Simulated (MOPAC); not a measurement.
MOPAC input (PM7):

```
PM7 PRECISE GNORM=0.05 LET XYZ GEO-OK AUX(PRECISION=9) THREADS=1
HfO

Hf   -0.00000000 1   -0.00000000 1   -0.17333918 1
O     0.00000000 1    0.00000000 1    1.56005259 1
```

Problem. What heat of formation does the run end on?

Solution. 64.04 kcal/mol.
